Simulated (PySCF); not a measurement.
C5H10AlNSSi.
Geometry (PBE0-D3(BJ)/def2-SVP, Å), atoms numbered from 1 in this order:
```xyz
19
C5H10AlNSSi angstrom
Al    -2.4057   -1.6805    0.2270
N     -1.2511   -0.0122   -0.1140
C     -1.8013    1.1627   -0.4282
C     -1.0161    2.2877   -0.6604
C      0.3635    2.1789   -0.5661
C      0.9416    0.9425   -0.2364
S      2.7007    0.8657   -0.1243
Si     3.1391   -1.2261    0.2064
C      0.0767   -0.1302   -0.0152
H     -1.8315   -2.6607   -0.9118
H     -3.8622   -1.0372    0.0020
H     -1.9554   -2.0359    1.7298
H     -2.8921    1.1813   -0.4890
H     -1.4865    3.2387   -0.9153
H      1.0044    3.0452   -0.7473
H      4.6263   -1.2327    0.2231
H      2.5978   -2.0574   -0.9059
H      2.5843   -1.6953    1.5078
H      0.4366   -1.1275    0.2540
```

Level: PBE0/pcSseg-1 in PySCF, non-relativistic, on one gas-phase PBE0-D3(BJ)/def2-SVP geometry that isn't relaxed in the solvent. The solvent is an IEF-PCM continuum (van der Waals radii × 1.2). Specific hydrogen bonds and non-electrostatic terms are outside this model.

Gas phase at PBE0/pcSseg-1: HOMO -7.15 eV, LUMO -2.23 eV, dipole 6.03 D.

Task: What does the continuum do to the energy, the frontier levels and the dipole at PBE0/pcSseg-1 in dichloromethane and water?

Result: 
```
        solvent      ε  E(solvent) − E(gas) (kJ/mol)  polarisation term (kJ/mol)  distortion of the solute (kJ/mol)  HOMO (eV)  LUMO (eV)  dipole (D)
dichloromethane   8.93                        -37.21                      -41.75                               4.54      -7.17      -1.86        7.06
          water  78.36                        -43.27                      -49.40                               6.13      -7.14      -1.82        7.21
```

The first energy column is the sum of the next two and covers electrostatics alone. From dichloromethane to water the lowering changes by a factor 1.16, Onsager's factor (ε − 1)/(2ε + 1) by 1.17 and ε itself by 8.8.

Task: Which radius a makes the point-dipole formula ΔE = −[(ε − 1)/(2ε + 1)]·μ²/a³ give the value in water, with the gas-phase dipole?

Result: μ = 2.374 au and |ΔE| = 0.01648 Eh give a = 2.92 Å; the farthest nucleus lies 4.80 Å from the centroid of the nuclei, so such a sphere wouldn't even hold the nuclei. The formula assumes a rigid point dipole at the centre of a sphere.

Task: Give the dipole vector in the frame of the coordinates (D, pointing from negative to positive charge), gas and water.

Result: Gas (4.02, 4.39, -1.00), solvent (4.48, 5.51, -1.27). Its length changes by +20 % and its direction by 3°.

Task: Which Mulliken charges (PBE0/pcSseg-1) respond most in dichloromethane (means over atoms taken as equivalent)?

Result: 
```json
{"atoms": "Al1", "environment": "aluminium bonded to N and 3 H", "gas (e)": "+0.694", "solvent (e)": "+0.799", "change": "+0.105"}
{"atoms": "H10/H11/H12", "environment": "Al–H hydrogen", "gas (e)": "-0.285", "solvent (e)": "-0.334", "change": "-0.049"}
{"atoms": "S7", "environment": "sulfur bonded to C and Si", "gas (e)": "-0.124", "solvent (e)": "-0.148", "change": "-0.024"}
{"atoms": "N2", "environment": "nitrogen bonded to Al and 2 C", "gas (e)": "-0.705", "solvent (e)": "-0.723", "change": "-0.018"}
{"atoms": "H14", "environment": "aromatic hydrogen", "gas (e)": "+0.124", "solvent (e)": "+0.141", "change": "+0.017"}
{"atoms": "H15", "environment": "aromatic hydrogen", "gas (e)": "+0.119", "solvent (e)": "+0.135", "change": "+0.016"}
```
